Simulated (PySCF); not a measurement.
Molecule: B(F)(Me)(Vi), SMILES C=CB(C)F. Atoms near the plane z = 0.6 Å, at the CAM-B3LYP/def2-SVP optimised geometry (x, y, z in Å): B1 (0.7, 0.3, 0.0), F2 (2.0, 0.3, 0.0), C3 (0.0, 1.7, 0.0), H4 (-1.1, 1.6, 0.1), H6 (0.4, 2.3, 0.8), C7 (0.0, -1.1, 0.0), C8 (-1.3, -1.3, 0.0), H9 (0.6, -2.0, 0.0), H10 (-1.8, -2.3, 0.0), H11 (-2.0, -0.5, 0.0).

Method: CAM-B3LYP/def2-TZVP (PySCF 2.14.0). The values are rescaled to run from 0 to 1.

```
|000000000000000000000000000|
|000000000000000000000000000|
|000000000000001100000000000|
|000000000000146641000000000|
|000000000001479985100000000|
|000000013212599997200000000|
|000000168754699997100000000|
|000000399996699983000000000|
|000000399998678850000000000|
|000000069998557620022200000|
|000000004886578721355410000|
|000000000012478524677520000|
|000014530000132026788620000|
|000059997200255126787520000|
|000169999522489722576420000|
|000048998656678720144210000|
|000013676678756520001100000|
|000001245578756641000000000|
|000001367666668885000000000|
|000003789743358998300000000|
|000016999830148999500000000|
|000017999820027998300000000|
|000004899710004774000000000|
|000000366200000110000000000|
|000000000000000000000000000|
|000000000000000000000000000|
|000000000000000000000000000|
```
Scale: ten equal steps from 0.000 (start of '0') to 1.00 (end of '9'), in the order '0123456789'; x runs from -4.50 to 4.50, y from -4.50 (bottom) to 4.50 (top).

Which quantity is mapped?
(A) Laplacian of the electron density
(B) electrostatic potential
(C) electron localisation function
(D) log10 of the electron density

C, electron localisation function
